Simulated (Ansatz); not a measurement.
Mn₂S⁺, relaxed as a doublet with UKS PBE-D4/def2-TZVP in Ansatz, starting from the GFN2-xTB geometry. Force threshold 0.02 eV/Å.

The charge 1 doublet is spin-contaminated (final ⟨S²⟩ up to 4.79, 0.75 for a pure state). The structure comes from a short search, and lower isomers may exist.

Start:

```xyz
3

Mn   -0.1287    1.1874    0.2875
Mn   -0.1412   -0.8554    0.8703
S     0.2700   -0.3321   -1.1579
```

```csv
step,energy (eV),largest force component (eV/Å),SCF passes
1,-73453.4273,2.751,102
2,-73453.7127,1.693,32
3,-73453.9722,0.283,31
4,-73453.9876,0.062,26
5,-73453.9880,0.008,27
```

Force components are those of the run's own axes.

End:

Cartesian coordinates in Å:
```
Mn -0.129 1.446 0.221
Mn -0.126 -1.092 0.860
S 0.254 -0.354 -1.080
```

By distances, no bond broke or formed. The bond that changes most is Mn1–S3, from 2.13 to 2.25 Å (atoms count from 1).

No frequencies were taken in this run, so the end may be a saddle point.

It took 8 s on 4 threads of Arm Neoverse V2 on a shared host.
